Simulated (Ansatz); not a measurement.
`BSC=O`, relaxed with RKS PBE0-D4/def2-TZVP in the Gaussian-basis code of Ansatz from a PBE-D4/def2-SVP geometry. The force threshold is 0.005 eV/Å; the program also tests the step.

Total charge 0; spin multiplicity 1.

Start:

```xyz
7

B    -0.750    0.723    0.894
S     0.333   -0.687    0.933
C     0.796   -0.793   -0.855
O     1.517   -1.638   -1.302
H    -1.248    1.072    1.940
H    -0.959    1.288   -0.162
H     0.311    0.036   -1.447
```

```tsv
step	energy (eV)	largest force (eV/Å)	largest move (Å)
1	-14638.0997	1.395	0.000
2	-14638.1392	0.377	0.031
3	-14638.1425	0.330	0.020
4	-14638.1429	0.310	0.004
5 (rejected)	-14638.1381	0.352	0.034
6	-14638.1460	0.050	0.017
7 (rejected)	-14638.1458	0.030	0.016
8	-14638.1462	0.005	0.004
9	-14638.1462	0.001	0.001
```

End:

```xyz
7

B    -0.743    0.719    0.883
S     0.326   -0.688    0.904
C     0.781   -0.781   -0.840
O     1.510   -1.611   -1.275
H    -1.228    1.057    1.915
H    -0.949    1.287   -0.147
H     0.304    0.017   -1.440
```

Hardware: 2 threads of an Arm Neoverse V1 on a shared host. Wall time 28 s, peak host memory 0.27 GiB.
